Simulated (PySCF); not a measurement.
BCl2H5SeSi2.
Bonds: Si1–Se2, Se2–Si3, Si3–B4, B4–Cl5, B4–Cl6. Hydrogens: H7, H8, H9 on Si1; H10, H11 on Si3.

Method used: PySCF 2.14.0, PBE0-D3(BJ)/def2-SVP geometry optimisation, gas phase.

(1) List the bond lengths, angles and torsions at this level.

Results:

(1) 
```
                  bond  length (Å)
               Si1–Se2       2.291
               Se2–Si3       2.298
                Si3–B4       2.014
        B4–Cl5, B4–Cl6       1.749
Si1–H7, Si1–H8, Si1–H9       1.491
      Si3–H10, Si3–H11       1.493
```

Bonds in one row agree within 0.01 Å and their mean is given. A selection of angles:
```
      angle  degrees
 Se2–Si1–H7    111.9
 Se2–Si1–H8    105.4
 Se2–Si1–H9    109.9
  H7–Si1–H8    109.3
Si1–Se2–Si3     97.9
 Se2–Si3–B4    104.9
Se2–Si3–H10    110.1
Se2–Si3–H11    105.3
 B4–Si3–H10    112.3
 B4–Si3–H11    113.3
H10–Si3–H11    110.6
 Si3–B4–Cl5    122.3
 Si3–B4–Cl6    118.8
 Cl5–B4–Cl6    118.8
```

Torsions: Si1–Se2–Si3–B4 72° (synclinal); Se2–Si3–B4–Cl5 98° (anticlinal). The mirror-image conformer, all signs reversed, is as good.

B4 (three-coordinate boron) is planar (angles 122.3°, 118.8° and 118.8°, sum 359.8°, 0.04 Å off the plane of its three neighbours). Si1 (SiH3 silicon) is distorted tetrahedral (angles from 105.4° to 111.9°). Of the pairs four or more bonds apart, Si1···Cl6 is among the closest relative to their van der Waals radii: 3.76 Å, 98 % of the sum of Bondi's values. Si3 (SiH2 silicon) is distorted tetrahedral (angles from 104.9° to 113.3°).

Point group: C1 (no symmetry element, even within 0.4 Å). Whether it is a minimum is left open (no frequencies). The numbers are those of one conformer.
